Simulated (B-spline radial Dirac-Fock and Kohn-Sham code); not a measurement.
These are calculated numbers from a radial finite-basis atomic code; the model is relaxed Dirac-Fock hole states (ΔSCF) with Breit and QED corrections and a finite nucleus. Free neutral atoms.

Q: Order these X-ray lines by photon energy, lowest first.
A. Au Lℓ
B. Xe Lγ2
C. Ho Lβ3
D. Pm Lγ4
E. In Lγ1
F. Dy Lℓ

A: E (3922.9 eV), B (5289.7 eV), F (5740.2 eV), D (7412.0 eV), C (7655.0 eV), A (8485.5 eV).
